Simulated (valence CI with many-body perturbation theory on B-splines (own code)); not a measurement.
## E1 line list for Ta42+

Level of theory: valence CI with perturbative core correlation (CI+MBPT): three valence electrons over a frozen Dirac-Fock core [Ar] 3d10, a basis of 11 s, 11 p, 9 d, 7 f, 5 g, 2 h, 1 i functions for each j, with the one-electron correlation potential Σ1 (screened to all orders), the two-electron term Σ2, the three-electron term Σ3, Breit, model QED; selected single and double excitations, second order for the rest (own B-spline code, finite nucleus).

The last digits are not significant, and no measured levels were compared; by estimate large intervals hold to a few tenths of a per cent, small ones and those within an open d or f shell to about a per cent.

Lines 51 to 100 of 275 in falling wavelength, among levels below 562.10 eV, chosen from the strongest by gf and those to the six lowest levels. Wavelengths and rates use the calculated energies. Electric multipoles are in the length gauge, E1 and E2 with the static RPA response of the core. Weak lines are less certain than strong ones. Lines between different terms over intervals too small for the method are left out, as are lines whose strength nearly cancels. The highest levels of a list are the least certain.

Levels are named by their leading jj configuration (3d3/2^4 stands for four electrons in 3d with j = 3/2), which in mixed levels can hold well under half, so a name can repeat and another be missing. Letters in brackets count levels of one name in rising energy.

| λ vac (Å) | Upper | Lower | A (s⁻¹) | S (a.u.) |
| --- | --- | --- | --- | --- |
| 118.8 | (4p1/2 4p3/2^2) J=3/2 | (4s 4p3/2^2) J=5/2 | 3.13e+10 | 1.04e-01 |
| 116.7 | (4p1/2^2 4p3/2) J=3/2 | (4s 4p1/2 4p3/2) J=5/2 | 6.11e+10 | 1.92e-01 |
| 116.3 | (4p1/2 4p3/2 4d5/2) J=7/2 [b] | (4s 4p3/2 4d5/2) J=7/2 [a] | 9.21e+09 | 5.72e-02 |
| 115.4 | (4p1/2 4p3/2 4d5/2) J=7/2 [a] | (4s 4p3/2 4d5/2) J=9/2 | 3.76e+10 | 2.28e-01 |
| 113.3 | (4p1/2 4p3/2 4d5/2) J=9/2 | (4s 4p3/2 4d5/2) J=9/2 | 2.73e+10 | 1.96e-01 |
| 112.8 | (4p1/2 4p3/2 4d5/2) J=5/2 [b] | (4s 4p3/2 4d5/2) J=7/2 [a] | 1.77e+10 | 7.54e-02 |
| 111.7 | (4p1/2^2 4d3/2) J=3/2 | (4s 4p1/2 4d3/2) J=3/2 [a] | 1.68e+10 | 4.62e-02 |
| 110.9 | (4p1/2 4p3/2 4d3/2) J=3/2 [b] | (4s 4p3/2 4d3/2) J=5/2 [a] | 2.26e+10 | 6.10e-02 |
| 109.4 | (4p1/2 4p3/2 4d3/2) J=1/2 [b] | (4s 4p3/2 4d3/2) J=3/2 [a] | 2.86e+10 | 3.70e-02 |
| 109.2 | (4p1/2 4p3/2 4d3/2) J=5/2 [b] | (4s 4p3/2 4d3/2) J=7/2 | 2.84e+10 | 1.10e-01 |
| 108.3 | (4p1/2^2 4p3/2) J=3/2 | (4s 4p1/2 4p3/2) J=3/2 [a] | 1.62e+10 | 4.07e-02 |
| 95.32 | (4s 4p1/2 4d3/2) J=3/2 [a] | (4s 4p1/2 4p3/2) J=3/2 [b] | 1.47e+10 | 2.52e-02 |
| 90.65 | (4s 4p1/2 4d3/2) J=5/2 | (4s 4p1/2 4p3/2) J=3/2 [b] | 5.49e+08 | 1.21e-03 |
| 89.73 | (4p1/2 4p3/2 4d3/2) J=5/2 [a] | (4p1/2 4p3/2^2) J=5/2 | 1.55e+10 | 3.32e-02 |
| 87.49 | (4s 4p1/2 4d3/2) J=3/2 [a] | (4s 4p1/2 4p3/2) J=5/2 | 5.83e+09 | 7.71e-03 |
| 84.67 | (4p1/2^2 4d3/2) J=3/2 | (4p1/2^2 4p3/2) J=3/2 | 3.86e+10 | 4.63e-02 |
| 83.54 | (4s 4p1/2 4d3/2) J=5/2 | (4s 4p1/2 4p3/2) J=5/2 | 1.90e+10 | 3.28e-02 |
| 82.83 | (4s 4p1/2 4d3/2) J=1/2 | (4s 4p1/2 4p3/2) J=3/2 [b] | 2.91e+09 | 1.63e-03 |
| 82.72 | (4s 4p1/2 4d3/2) J=3/2 [a] | (4s 4p1/2 4p3/2) J=3/2 [a] | 5.01e+09 | 5.60e-03 |
| 82.34 | (4s 4p1/2 4d3/2) J=3/2 [b] | (4s 4p1/2 4p3/2) J=3/2 [b] | 1.27e+10 | 1.40e-02 |
| 79.18 | (4s 4p1/2 4d3/2) J=5/2 | (4s 4p1/2 4p3/2) J=3/2 [a] | 1.95e+09 | 2.86e-03 |
| 78.97 | (4s^2 4d3/2) J=3/2 | (4s^2 4p3/2) J=3/2 | 2.33e+09 | 2.27e-03 |
| 78.94 | (4s 4p1/2 4d5/2) J=5/2 [a] | (4s 4p1/2 4p3/2) J=3/2 [b] | 2.14e+09 | 3.12e-03 |
| 76.64 | (4p1/2 4p3/2 4d5/2) J=3/2 [a] | (4p1/2 4p3/2^2) J=3/2 | 3.11e+10 | 2.77e-02 |
| 76.43 | (4s 4p1/2 4d3/2) J=3/2 [b] | (4s 4p1/2 4p3/2) J=5/2 | 1.24e+09 | 1.10e-03 |
| 75.82 | (4s 4p1/2 4d5/2) J=3/2 | (4s 4p1/2 4p3/2) J=1/2 | 3.94e+10 | 3.39e-02 |
| 75.43 | (4p1/2 4p3/2 4d5/2) J=5/2 [a] | (4p1/2 4p3/2^2) J=5/2 | 5.89e+10 | 7.49e-02 |
| 75.07 | (4s 4p1/2 4f7/2) J=7/2 [b] | (4s 4p1/2 4d5/2) J=5/2 [b] | 3.31e+10 | 5.52e-02 |
| 74.73 | (4s 4p3/2 4d5/2) J=5/2 [a] | (4s 4p3/2^2) J=5/2 | 4.05e+10 | 5.00e-02 |
| 74.65 | (4s 4p1/2 4d5/2) J=3/2 | (4s 4p1/2 4p3/2) J=3/2 [b] | 1.88e+10 | 1.55e-02 |
| 74.40 | (4s 4p1/2 4d5/2) J=5/2 [b] | (4s 4p1/2 4p3/2) J=3/2 [b] | 6.91e+10 | 8.43e-02 |
| 74.06 | (4s 4p1/2 4f7/2) J=5/2 | (4s 4p1/2 4d5/2) J=5/2 [b] | 3.25e+10 | 3.91e-02 |
| 73.81 | (4s 4p1/2 4f7/2) J=5/2 | (4s 4p1/2 4d5/2) J=3/2 | 1.26e+11 | 1.50e-01 |
| 73.51 | (4s 4p1/2 4f7/2) J=7/2 [a] | (4s 4p1/2 4d5/2) J=5/2 [a] | 8.26e+10 | 1.30e-01 |
| 73.50 | (4s 4p1/2 4d5/2) J=5/2 [a] | (4s 4p1/2 4p3/2) J=5/2 | 3.32e+09 | 3.90e-03 |
| 73.38 | (4s^2 4d5/2) J=5/2 | (4s^2 4p3/2) J=3/2 | 4.65e+10 | 5.44e-02 |
| 73.15 | (4s 4p1/2 4d3/2) J=1/2 | (4s 4p1/2 4p3/2) J=3/2 [a] | 8.73e+09 | 3.37e-03 |
| 72.87 | (4s 4p1/2 4f7/2) J=9/2 | (4s 4p1/2 4d5/2) J=7/2 | 8.03e+10 | 1.53e-01 |
| 72.77 | (4s 4p1/2 4d3/2) J=3/2 [b] | (4s 4p1/2 4p3/2) J=3/2 [a] | 1.68e+10 | 1.28e-02 |
| 72.45 | (4p1/2^2 4d5/2) J=5/2 | (4p1/2^2 4p3/2) J=3/2 | 1.89e+11 | 2.12e-01 |
| 72.06 | (4s 4p1/2 4f7/2) J=7/2 [c] | (4s 4p1/2 4d5/2) J=5/2 [b] | 5.77e+10 | 8.53e-02 |
| 71.85 | (4p1/2 4p3/2 4d5/2) J=3/2 [b] | (4p1/2 4p3/2^2) J=1/2 | 2.36e+11 | 1.73e-01 |
| 71.78 | (4s 4p1/2 4p3/2) J=3/2 [a] | (4s^2 4p1/2) J=1/2 | 2.45e+09 | 1.79e-03 |
| 71.69 | (4s 4p3/2 4d5/2) J=7/2 [a] | (4s 4p3/2^2) J=5/2 | 2.79e+10 | 4.06e-02 |
| 71.53 | (4p1/2 4p3/2 4d5/2) J=1/2 | (4p1/2 4p3/2^2) J=1/2 | 3.93e+11 | 1.42e-01 |
| 71.37 | (4s 4p1/2 4d5/2) J=7/2 | (4s 4p1/2 4p3/2) J=5/2 | 2.10e+11 | 3.02e-01 |
| 71.30 | (4s^2 4f7/2) J=7/2 | (4s^2 4d5/2) J=5/2 | 1.56e+11 | 2.23e-01 |
| 71.11 | (4s 4p3/2 4d5/2) J=3/2 [b] | (4s 4p3/2^2) J=3/2 | 5.16e+10 | 3.66e-02 |
| 71.10 | (4s 4p3/2 4d5/2) J=1/2 | (4s 4p3/2^2) J=1/2 | 4.17e+11 | 1.48e-01 |
| 70.80 | (4s 4p3/2 4d3/2) J=3/2 [b] | (4s^2 4d5/2) J=5/2 | 3.89e+10 | 2.73e-02 |
